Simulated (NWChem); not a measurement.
Species: C2H7BFN; SMILES FCB(N)C

```xyz
12

C     -0.6854     1.9179     0.0035
B      0.0558     0.5234    -0.0056
N      1.4416     0.4005    -0.0034
C     -0.7738    -0.8323    -0.0089
F      0.0510    -1.9486     0.0092
H     -0.0059     2.7779    -0.0994
H     -1.4339     1.9803    -0.8041
H     -1.2453     2.0474     0.9459
H      1.8763    -0.5149     0.0010
H      2.0859     1.1793    -0.0031
H     -1.4514    -0.8843     0.8645
H     -1.4230    -0.8928    -0.9033
```
Atoms are numbered in this order, from 1.

Level: PBE0/def2-SVP (NWChem), optimised geometry, unscaled harmonic frequencies. 

Q: List the harmonic frequencies with IR intensities, and the thermochemistry.

A: 
| frequency (cm⁻¹) | IR intensity (km/mol) |
|---|---|
| 69 | 0.1 |
| 121 | 4.4 |
| 206 | 6.8 |
| 304 | 1.3 |
| 356 | 7.5 |
| 472 | 2.6 |
| 567 | 104.1 |
| 620 | 65.1 |
| 740 | 0.9 |
| 809 | 0.3 |
| 837 | 3.6 |
| 873 | 3.2 |
| 935 | 13.1 |
| 1083 | 107.9 |
| 1183 | 27.3 |
| 1250 | 1.5 |
| 1309 | 25.1 |
| 1376 | 34.9 |
| 1395 | 68.3 |
| 1438 | 5.4 |
| 1444 | 2.8 |
| 1461 | 10.6 |
| 1597 | 171.8 |
| 3033 | 22.7 |
| 3047 | 6.1 |
| 3082 | 24.4 |
| 3129 | 9.3 |
| 3150 | 18.1 |
| 3620 | 38.1 |
| 3735 | 40.1 |

```yaml
zero_point_energy: 61.8 kcal/mol
thermal correction to the enthalpy at 298.15 K (with zero-point energy): 66.6 kcal/mol
heat capacity Cv: 22.7 cal/(mol K)
entropy at 298.15 K and 1 atm (symmetry number 1): 79.5 cal/(mol K)
dipole_moment: 1.60 D
```

Rigid rotor and harmonic oscillator; modes under 100 cm⁻¹ make the entropy uncertain.
